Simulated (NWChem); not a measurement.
CH4CdO; SMILES [CdH][O]C

```xyz
7

Cd     0.0067     0.6312    -0.0002
H      0.4535     2.2135     0.0065
O     -0.5290    -1.2641     0.0003
C      0.3050    -2.3712    -0.0001
H      0.9712    -2.4351     0.8871
H     -0.3055    -3.2952     0.0064
H      0.9621    -2.4415    -0.8935
```
Atoms are numbered in this order, from 1.

Computed with NWChem. The geometry was optimised at PBE0/def2-SVP. No frequency run checked for a minimum. def2 effective core potentials on Cd; no spin-orbit coupling. Ions are spin-unrestricted doublets at the neutral geometry; other ion states weren't tried.

For level PBE/def2-SVP:

```yaml
vertical ionisation energy, ΔSCF (eV): 9.04
"−ε(HOMO) (eV)": 5.30
```

Estimate the same quantities for level PBE0/def2-SVP.

The vertical ionisation energy, ΔSCF (eV) is 9.29 and the −ε(HOMO) (eV) is 6.77.
